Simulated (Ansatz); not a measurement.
Kohn–Sham single points on CH6FNOSi (`NC(F)[SiH2]O`).

```yaml
crystal:
  periodic: [false, false, false]
  atoms:
    - {symbol: N, position_ang: [-0.827961, -0.851461, 1.192234]}
    - {symbol: C, position_ang: [0.337674, -0.735850, 0.425453]}
    - {symbol: F, position_ang: [1.521867, -0.638876, 1.222893]}
    - {symbol: Si, position_ang: [0.338381, 0.813841, -0.665744]}
    - {symbol: O, position_ang: [-0.738163, 0.541128, -1.879592]}
    - {symbol: H, position_ang: [-0.872918, -1.692608, 1.750754]}
    - {symbol: H, position_ang: [-1.025831, -0.039714, 1.759661]}
    - {symbol: H, position_ang: [0.470707, -1.644479, -0.169176]}
    - {symbol: H, position_ang: [-0.062842, 1.969500, 0.187117]}
    - {symbol: H, position_ang: [1.703644, 1.053870, -1.200864]}
    - {symbol: H, position_ang: [-0.779055, 1.167749, -2.602136]}
basis:
  gaussian: {orbitals: def2-TZVPP}
hamiltonian: {xc: {name: B2PLYP}}
```

```sh
$ ansatz run in.yaml --threads 4 --pin off --events-out ev --progress --plain --max-ram 10444MiB
```

Output, abridged:

```
Functional definition: B2PLYP
1501 factors; integrals over basis functions are off by at most 9.2e-4 eV
mean field evaluation 1: about -15247.4837 eV, gradient 6.1e1 eV
mean field evaluation 2: about -15247.6258 eV, gradient 6.1e1 eV
mean field evaluation 4: about -15253.8980 eV, gradient 5.8e0 eV
mean field evaluation 8: about -15253.9689 eV, gradient 3.6e-1 eV
mean field evaluation 16: about -15253.9691 eV, gradient 2.1e-4 eV
mean field -15253.96913389 eV, -560.5730261588 hartree, gradient 8.3e-6 eV, S^2 0.000000; 0 other end points of the search recorded, 0 dependent functions left out
9 core orbitals not correlated: weight in the atoms' cores, before any rotation towards them, 1.000 or more for the frozen orbitals, at most 0.000 for the correlated occupied ones
reference -15253.96929257 eV, -560.5730319902 hartree; 16, 16 occupied and 225, 225 virtual orbitals, 1501 factors
second order -32.56127447 eV of doubles, -0.00000000 eV of singles
Total energy: -15262.76083668 eV, -560.8961152770 hartree
```

Run time 4.8 s (4 threads of an Arm Neoverse V1 on a shared host); peak host memory 0.64 GiB.

Changing it to `hamiltonian: {xc: r2scan, dispersion: d4}` and forces (abridged; 4.8 s):

```
Functional definition: r2SCAN
mean field evaluation 16: about -15266.6200 eV, gradient 7.7e-4 eV
mean field -15266.61998387 eV, -561.0379363205 hartree, gradient 3.6e-5 eV, S^2 0.000000
Total energy: -15266.66995121 eV, -561.0397725863 hartree
Atom 0 force    -0.169500    -0.021896     0.027045 eV/Å
Atom 1 force    -0.223272     0.018173    -0.355681 eV/Å
Atom 2 force     0.386524     0.038189     0.252166 eV/Å
Atom 3 force     0.052429     0.045058     0.020935 eV/Å
Atom 4 force    -0.040107    -0.035127    -0.015728 eV/Å
Atom 5 force    -0.004922    -0.022233     0.031883 eV/Å
Atom 6 force     0.008177     0.015218     0.027548 eV/Å
Atom 7 force    -0.000598    -0.026695     0.010826 eV/Å
Atom 8 force     0.013042    -0.021338     0.005908 eV/Å
Atom 9 force    -0.013555    -0.005800     0.019994 eV/Å
Atom 10 force    -0.008216     0.016449    -0.024897 eV/Å
Dipole moment:    -0.215533     0.122178    -0.121398 e Å
```

The same input with `hamiltonian: {xc: {name: B3LYP}, dispersion: d4}` and forces (abridged; 4.4 s):

```
Functional definition: B3LYP
mean field evaluation 16: about -15271.6881 eV, gradient 4.9e-4 eV
mean field -15271.68813450 eV, -561.2241874210 hartree, gradient 2.6e-5 eV, S^2 0.000000
Total energy: -15272.01189406 eV, -561.2360853652 hartree
Atom 0 force    -0.172707    -0.031975     0.147062 eV/Å
Atom 1 force    -0.146218    -0.089901    -0.424939 eV/Å
Atom 2 force     0.366353     0.014843     0.252413 eV/Å
Atom 3 force     0.180263     0.158773     0.101008 eV/Å
Atom 4 force    -0.065934    -0.002433    -0.089473 eV/Å
Atom 5 force    -0.029303     0.001587     0.016416 eV/Å
Atom 6 force    -0.025901    -0.013523     0.020348 eV/Å
Atom 7 force    -0.002715     0.050883     0.050285 eV/Å
Atom 8 force     0.026021    -0.073418    -0.051171 eV/Å
Atom 9 force    -0.087366    -0.012313     0.032166 eV/Å
Atom 10 force    -0.042494    -0.002522    -0.054115 eV/Å
Dipole moment:    -0.207828     0.134873    -0.129606 e Å
```

Changing it to `hamiltonian: {xc: {name: wB97X-V}}` (abridged; 7 s):

```
Functional definition: wB97X-V
mean field evaluation 16: about -15267.3422 eV, gradient 2.7e-4 eV
mean field -15267.34224199 eV, -561.0644788169 hartree, gradient 8.0e-5 eV, S^2 0.000000
Total energy: -15267.34224004 eV, -561.0644787453 hartree
```

B3LYP takes the VWN-RPA correlation (the form of Gaussian; ORCA's B3LYP/G).
